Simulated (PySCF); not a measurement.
# Correlation energy of Co⁻ (cobalt, charge -1)

[Ar] 3d8 4s2, high-spin 3F determinant. Calculation: PySCF 2.14, in aug-cc-pVTZ-DK; the spin-free X2C one-electron Hamiltonian (Gaussian nucleus). Frozen: [Ar]; 10 electrons correlated.

| level | correlation energy (mhartree) |
| --- | --- |
| CCSD | -334.84 |
| (T) | -21.71 |
| CCSD(T) | -356.55 |

Diagnostics: T1 = 0.075, D1 = 0.3012, largest double amplitude 0.088.

Is a single reference adequate?

Not fully. T1 exceeds 0.03, a sign that the reference determinant is poor.
